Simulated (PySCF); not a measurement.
Compound: C₄H₃B.
Bonds: B1–C2, C2–C3 (triple), C3–C4, C4–C5 (triple). Hydrogens: H6, H7 on B1; H8 on C5.

Level: PBE0/pcSseg-1 and CAM-B3LYP/def2-SVPD in PySCF, non-relativistic, on one gas-phase PBE0-D3(BJ)/def2-SVP geometry that isn't relaxed in the solvent. The solvent is an IEF-PCM continuum (van der Waals radii × 1.2). Specific hydrogen bonds and non-electrostatic terms are outside this model.

Gas phase at PBE0/pcSseg-1: HOMO -7.53 eV, LUMO -2.89 eV, dipole 1.44 D.

What does the continuum do to the energy, the frontier levels and the dipole at PBE0/pcSseg-1 in chloroform and acetone?

| solvent | ε | E(solvent) − E(gas) (kcal/mol) | polarisation term (kcal/mol) | distortion of the solute (kcal/mol) | HOMO (eV) | LUMO (eV) | dipole (D) |
| --- | --- | --- | --- | --- | --- | --- | --- |
| chloroform | 4.711 | -1.80 | -2.01 | 0.21 | -7.55 | -2.89 | 1.77 |
| acetone | 20.49 | -2.42 | -2.80 | 0.38 | -7.57 | -2.89 | 1.88 |

Polarisation term: ½ Σ q·V over the induced surface charges. Distortion: the rise of the solute's own energy as its density leaves the gas-phase optimum. From chloroform to acetone the lowering changes by a factor 1.34, Onsager's factor (ε − 1)/(2ε + 1) by 1.30 and ε itself by 4.3.

Which radius a makes the point-dipole formula ΔE = −[(ε − 1)/(2ε + 1)]·μ²/a³ give the value in acetone, with the gas-phase dipole?

μ = 0.567 au and |ΔE| = 0.00385 Eh give a = 1.79 Å; the farthest nucleus lies 4.04 Å from the centroid of the nuclei, so such a sphere wouldn't even hold the nuclei. The formula assumes a rigid point dipole at the centre of a sphere.

Which Hirshfeld charges (PBE0/pcSseg-1) respond most in acetone (means over atoms taken as equivalent)?

| atoms | environment | gas (e) | solvent (e) | change |
| --- | --- | --- | --- | --- |
| H8 | alkyne hydrogen | +0.110 | +0.129 | +0.019 |
| C4 | alkyne carbon | -0.030 | -0.046 | -0.016 |
| C5 | terminal alkyne carbon | -0.053 | -0.040 | +0.013 |
| C3 | alkyne carbon | -0.005 | -0.016 | -0.011 |
| C2 | alkyne carbon | -0.085 | -0.094 | -0.009 |
| B1 | three-coordinate boron | +0.150 | +0.152 | +0.002 |
| H6/H7 | B–H hydrogen | -0.043 | -0.042 | +0.001 |

Which Mayer bond orders change most in acetone?

| bond | length (Å) | gas | solvent | change |
| --- | --- | --- | --- | --- |
| C4–C5 | 1.218 | 2.188 | 2.161 | -0.027 |
| C2–C3 | 1.231 | 2.084 | 2.097 | +0.013 |
| C3–C4 | 1.364 | 0.884 | 0.880 | -0.004 |
| C5–H8 | 1.075 | 1.132 | 1.134 | +0.002 |
| B1–C2 | 1.501 | 1.190 | 1.191 | +0.001 |
| B1–H6 | 1.207 | 0.953 | 0.952 | -0.001 |
| B1–H7 | 1.207 | 0.953 | 0.952 | -0.001 |

Gas phase at CAM-B3LYP/def2-SVPD: HOMO -8.73 eV, LUMO -1.80 eV, dipole 1.35 D.

What does the continuum do to the energy, the frontier levels and the dipole at CAM-B3LYP/def2-SVPD in chloroform and acetone?

```tsv
solvent	ε	E(solvent) − E(gas) (kcal/mol)	polarisation term (kcal/mol)	distortion of the solute (kcal/mol)	HOMO (eV)	LUMO (eV)	dipole (D)
chloroform	4.711	-1.65	-1.84	0.19	-8.75	-1.78	1.66
acetone	20.49	-2.22	-2.58	0.36	-8.77	-1.79	1.76
```

How does the static polarisability (CAM-B3LYP/def2-SVPD, frozen core, with the continuum's full static response) change?

```json
{"medium": "gas", "isotropic (au)": "70.7", "principal values (au)": "37.4, 41.4, 133.5", "⟨r²⟩ of the electrons (bohr²)": "545.9"}
{"medium": "chloroform", "isotropic (au)": "88.4", "principal values (au)": "44.3, 49.6, 171.2", "⟨r²⟩ of the electrons (bohr²)": "544.8"}
{"medium": "acetone", "isotropic (au)": "94.7", "principal values (au)": "47.4, 53.3, 183.3", "⟨r²⟩ of the electrons (bohr²)": "544.4"}
```

The isotropic value in acetone is 1.34 times the gas-phase one; no cavity-field correction is applied. ⟨r²⟩ is taken about the centre of nuclear charge.
